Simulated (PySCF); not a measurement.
# [Yb(H2O)2]3+: from a saddle point downhill

PySCF 2.14.0, RKS B3LYP, Yb lcecp-1-SVP with ECP59, O def2-SVP, H def2-SVP; non-relativistic Hamiltonian with scalar-relativistic core potentials where named; density fitting; no spin-orbit coupling. Relaxed within the symmetry of its start, the geometry (D2d) is

```xyz
7

Yb    0.0000    0.0000    0.0000
O     0.0000    0.0000    2.2006
H     0.5489    0.5489    2.8288
H    -0.5489   -0.5489    2.8288
O     0.0000    0.0000   -2.2006
H     0.5489   -0.5489   -2.8288
H    -0.5489    0.5489   -2.8288
```

and its lowest harmonic modes are -67, -67, 157, 435, 436, 664 cm⁻¹ (negative: unstable). It was moved along the lowest mode and relaxed again.

(1) Where does it end, and how much lower?

(2) How do the contacts change?

(3) Is the end a minimum?

An lcecp potential fixes the number of 4f electrons, so in runs with it no electron can move into or out of that shell.

State: singlet in the valence, with the 4f electrons in the core potential.

## Answers

(1) In C1, 0.201 eV lower, after 25 steps:
```xyz
7

Yb   -1.0335   -0.3193   -0.0127
O     0.1504   -0.0047    1.7729
H     1.0162    0.4822    1.8762
H    -0.0498   -0.2992    2.7074
O     0.1670    0.0860   -1.7704
H     1.0737   -0.2602   -2.0095
H    -0.0708    0.6463   -2.5639
```

(2) 
```csv
contact,saddle (Å),end (Å)
Yb1–O2 (H2O),2.201,2.165
Yb1–O5 (H2O),2.201,2.167
```


(3) Yes; lowest modes 33, 77, 150, 451, 453, 665 cm⁻¹.
